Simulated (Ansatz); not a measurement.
Name a neutral molecule of B, C, O, Se and H with HOMO energy (PBE0/def2-TZVPP) between -7.55 and -7.25 eV and size of the dipole moment (B3LYP/def2-TZVPP) between 1.40 and 1.70 D (Ansatz, PBE0-D4/def2-TZVP geometry).

`OCOB[SeH]` (-7.48 eV, 1.68 D). Other molecules can fit too; these were computed, each in one conformer that needn't be the lowest.

B3LYP here is the variant with VWN-RPA as its local correlation; programs differ in this.
